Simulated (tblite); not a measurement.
Species: C₆H₁₃P.
Z-matrix (Å and degrees, GFN2-xTB geometry), rows numbered from 1:
```
C 
C   1  1.4895
C   2  1.3272  1  125.23
P   3  1.8186  2  125.73  1     3.64
C   4  1.8749  3   98.09  2  -153.34
C   5  1.5263  4  108.89  3  -177.78
C   5  1.5245  4  112.74  3    58.45
H   1  1.0896  2  109.88  3  -125.28
H   1  1.0905  2  110.49  3   116.13
H   1  1.0883  2  110.79  3    -5.07
H   2  1.0845  1  115.31  3  -179.48
H   3  1.0848  2  119.71  1   176.72
H   4  1.4024  3   96.82  2   -57.39
H   5  1.0987  4  105.96  3   -61.04
H   6  1.0889  5  110.28  4   -63.11
H   6  1.0885  5  110.67  4    56.56
H   6  1.0890  5  110.61  4   176.95
H   7  1.0883  5  111.27  4   -56.16
H   7  1.0895  5  110.22  4  -176.45
H   7  1.0892  5  110.33  4    64.07
```

Method: GFN2-xTB as coded in tblite; computed harmonic values from a numerical Hessian at the method's own geometry, unscaled. The method is semi-empirical: single wavenumbers can be off by several per cent or more. Modes of hydrogen on phosphorus can be 10 to 20 % off. One conformer, not necessarily the lowest.

Harmonic wavenumbers (cm⁻¹): 32.8, 72.2, 104.3, 141.7, 198.1, 204.9, 228.1, 290.6, 319.1, 362.3, 406.9, 518.1, 649.4, 683.9, 748.4, 843.7, 858.1, 910.7, 929.2, 940.3, 978.4, 981.5, 1036.6, 1060.6, 1075.4, 1134.1, 1169.3, 1220.5, 1251.1, 1294.2, 1312.3, 1397.4, 1406.5, 1418.3, 1467.3, 1476.8, 1489.8, 1493.9, 1500.4, 1501.7, 1678.7, 2226.7, 2887.2, 2991.5, 3005.2, 3007.2, 3011.3, 3012.3, 3013.0, 3019.3, 3021.5, 3026.4, 3027.8, 3034.3.

A = 4603, B = 1069, C = 969.8 MHz; mass 116.075 u (most abundant isotopes); point group C1, symmetry number 1.

What is the zero-point energy?

Half the sum of the wavenumbers: 37536 cm⁻¹ = 107.32 kcal/mol.

What is S at 273.15 K and 1 bar for an ideal gas of classical rigid rotors and harmonic oscillators?

Translation 39.75, rotation 28.34, vibration 27.45: S = 95.5 cal/(mol K).

And Cp and H(273.15 K) − H(0)?

Cp = 35.12 cal/(mol K), of which vibrations give 27.17 (their classical limit is 54 R = 107.3); H(273.15 K) − H(0) = 6.05 kcal/mol without the zero-point energy, 3.88 from vibrations.

Which modes carry the vibrational entropy at 273.15 K?

32.8 cm⁻¹: 5.48; 72.2 cm⁻¹: 3.92; 104.3 cm⁻¹: 3.20; 141.7 cm⁻¹: 2.61; 198.1 cm⁻¹: 1.99; 204.9 cm⁻¹: 1.93 cal/(mol K); the other 48 give 8.31 together.

What must be added to the electronic energy to get the Gibbs energy at 273.15 K and 1 bar?

ZPE + [H(273.15 K) − H(0)] − T·S = 107.32 + 6.05 − 26.10 = 87.27 kcal/mol.

Hindered rotation and anharmonicity are outside this model. Other conformers, if any are populated, would add a mixing term that is left out. The structure is chiral; the term R ln 2 for an equal mix with its mirror image is left out.
